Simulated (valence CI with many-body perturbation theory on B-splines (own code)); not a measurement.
**Run record, Re⁶¹⁺**

Computed by relativistic CI+MBPT: four valence electrons over a frozen Dirac-Fock core [Ne], radial functions for each j: 3 s, 3 p, 2 d, 1 f, with the one-electron correlation potential Σ1 (screened to all orders), the two-electron term Σ2, the three-electron term Σ3, Breit, model QED; selected single and double excitations, second order for the rest, scaled by the run's own slope (own B-spline code, finite nucleus).

Command, and the settings that its task file holds:

```sh
python run_cv.py task.json out
```

```
atom Re  Z=75  mass_number=187  rms_radius_fm=5.3698
core [Ne]
valence 3s2 3p2
avg = 1
basis = S
breit = 1
cap = 10000
capref = 1200
cscale = 1
de = 0.0
dress = 0
eps = 2e-08
extrap = 1
h = 0.27
hh = 1
l2 = 3
lcore = 6
maxit = 60
n2 = 5
natural = 1
nlev = 20
nno = [0, 0, 0, 0, 0]
nroot = 26
nsp = [3, 3, 2, 1, 0]
pt2 = 1
qed = 1
rpa = 1
s1 = 1
s2 = 1
s3 = 1
screen = 1
tol = 2e-05
whole = 1
```

It took 14 s on 1 thread of Arm Neoverse N1, on a shared host.

Log. The first blocks belong to the next ion, which gives the ionisation energy. Fields: 2J, parity (1 odd), roots, reference size, generating configurations, candidates as configurations/state functions, variational space P, stored matrix elements, Davidson steps; e2 is the range of second-order energies in hartree. The first line gives the box (bohr), its intervals, the orbitals and the steps of their self-consistent field. Window is the range of levels sought, series limit the energy at which the first omitted orbital would enter, core excitation an estimate of the first excitation out of the core, left out the lowest levels not solved, and shifts from estimates the range by which levels moved from their first estimate, all in cm⁻¹.

```
rmax 1.4 intervals 54 orbitals 15 references ['3s2 3p2', '3s2 3p 3d', '3s 3p3', '3s2 3d2', '3s 3p2 3d'] scf 3 t 1.1
2J=1 par=1 roots 2 ref 37 generators 5 cand 149/210 P 123/170 nnz 0 it 0
2J=1 par=1 roots 2 ref 37 generators 7 cand 56/77 P 140/194 nnz 0 it 0
   second order: generators 10 cand 63/83 e2 -0.00000 -0.00000
reference levels 484, estimated 75, window 7773917 1/cm; series limit 37033324, core excitation 68976809
2J=0 par=0 roots 3 ref 24 generators 8 cand 90/116 P 357/534 nnz 0 it 0
2J=0 par=0 roots 3 ref 24 generators 11 cand 108/156 P 370/553 nnz 0 it 0
   second order: generators 16 cand 122/197 e2 -0.00000 -0.00000
2J=2 par=0 roots 3 ref 41 generators 5 cand 93/307 P 368/1223 nnz 0 it 0
2J=2 par=0 roots 3 ref 41 generators 9 cand 144/508 P 387/1265 nnz 0 it 0
   second order: generators 16 cand 231/860 e2 -0.00000 -0.00000
2J=4 par=0 roots 5 ref 62 generators 9 cand 91/470 P 458/1692 nnz 0 it 3
2J=4 par=0 roots 5 ref 62 generators 19 cand 136/776 P 480/1779 nnz 0 it 4
   second order: generators 26 cand 245/1352 e2 -0.00000 -0.00000
2J=4 par=1 roots 7 ref 65 generators 16 cand 177/1016 P 417/1474 nnz 0 it 3
2J=4 par=1 roots 7 ref 65 generators 19 cand 159/947 P 465/1715 nnz 0 it 4
   second order: generators 28 cand 251/1383 e2 -0.00000 -0.00000
2J=2 par=1 roots 6 ref 53 generators 15 cand 186/785 P 407/1172 nnz 0 it 0
2J=2 par=1 roots 6 ref 53 generators 18 cand 159/693 P 461/1381 nnz 0 it 6
   second order: generators 25 cand 261/1127 e2 -0.00000 -0.00000
2J=6 par=1 roots 4 ref 57 generators 10 cand 164/1032 P 390/1352 nnz 0 it 4
2J=6 par=1 roots 4 ref 57 generators 16 cand 150/973 P 431/1583 nnz 0 it 4
   second order: generators 23 cand 188/1183 e2 -0.00000 -0.00000
2J=6 par=0 roots 2 ref 44 generators 5 cand 131/721 P 346/1418 nnz 0 it 3
2J=6 par=0 roots 2 ref 44 generators 9 cand 148/737 P 364/1501 nnz 0 it 3
   second order: generators 12 cand 161/803 e2 -0.00000 -0.00000
2J=0 par=1 roots 3 ref 20 generators 7 cand 215/344 P 303/434 nnz 0 it 0
2J=0 par=1 roots 3 ref 20 generators 12 cand 164/264 P 354/523 nnz 0 it 0
   second order: generators 16 cand 181/284 e2 -0.00000 -0.00000
left out: unestimated 11333978, estimated 8603777, shifts from estimates -1 to 0
operators 0.6
```

The Davidson iterations converged. The settings are bad on purpose, so the numbers may not be properties of the ion.

The last digits are not significant, and no measured levels were compared; by estimate large intervals hold to a few tenths of a per cent, small ones and those within an open d or f shell to about a per cent.

- Valence energy: -1042.427 hartree
- Ionisation energy: 6811 eV (NIST: 6810 ± 12 eV (theoretical))
- Reference configurations for the orbitals: 3s2 3p2, 3s2 3p 3d, 3s 3p3, 3s2 3d2, 3s 3p2 3d
- Radial orbitals: 15
- Box radius: 1.359 bohr
- Largest variational space: 1779
- Lowest levels: (3s^2 3p1/2^2) J=0 0.000, (3s^2 3p1/2 3p3/2) J=1 27.292, (3s^2 3p1/2 3p3/2) J=2 27.996, (3s 3p1/2^2 3p3/2) J=2 39.966, (3s 3p1/2^2 3p3/2) J=1 42.035, (3s^2 3p1/2 3d3/2) J=2 43.767, (3s^2 3p1/2 3d3/2) J=1 47.083, (3s^2 3p1/2 3d5/2) J=2 51.590, (3s^2 3p1/2 3d5/2) J=3 51.686, (3s^2 3p3/2^2) J=2 55.817, (3s 3p1/2^2 3d3/2) J=1 56.758, (3s 3p1/2^2 3d3/2) J=2 57.320, (3s^2 3p3/2^2) J=0 57.357, (3s 3p1/2^2 3d5/2) J=3 64.210 Ry

Levels are named by their leading jj configuration (3d3/2^4 stands for four electrons in 3d with j = 3/2), which in mixed levels can hold well under half, so a name can repeat and another be missing.
